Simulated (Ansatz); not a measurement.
Name a neutral molecule of C, F, Ge, O, Si and H with size of the dipole moment (B3LYP/def2-TZVPP) between 3.15 and 3.45 D and HOMO energy (PBE/def2-TZVPP) between -7.30 and -7.00 eV (Ansatz, PBE0-D4/def2-TZVP geometry).

`[OH][GeH2][CH2][SiH](O)F` (3.40 D, -7.13 eV). Other molecules can fit too; these were computed, each in one conformer that needn't be the lowest.

B3LYP here is the variant with VWN-RPA as its local correlation; programs differ in this.
